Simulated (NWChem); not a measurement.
**A calculation on IPb (+1)**

```xyz
2

Pb     0.0000     0.0000    -1.0694
I      0.0000     0.0000     1.6545
```
Charge +1, spin multiplicity 1.

All runs are NWChem calculations. Structure: optimised with PBE/def2-SVP with def2 effective core potentials on I, Pb, a minimum by its harmonic frequencies.

Symmetry labels belong to the abelian group C2v used in the runs, with the axes of the coordinates shown; states degenerate in a higher group split over its labels.

Effective core potentials replace the inner electrons of I, Pb; spin-orbit coupling is left out. The spin multiplicity of the parent species was assumed, not shown to be that of its ground state. The structure started from a generated list of species.

### Question
List the lowest 6 singlet excitations that CIS/def2-SVPD with def2 effective core potentials on I, Pb gives, with oscillator strengths.

### Answer
| state | symmetry | energy (eV) | wavelength (nm) | f |
|---|---|---|---|---|
| 1 | a2 | 4.06 | 305 | 0.000 |
| 2 | b2 | 4.07 | 305 | 0.013 |
| 3 | b1 | 4.07 | 305 | 0.013 |
| 4 | a2 | 4.12 | 301 | 0.000 |
| 5 | a1 | 4.12 | 301 | 0.000 |
| 6 | a1 | 4.91 | 252 | 0.043 |
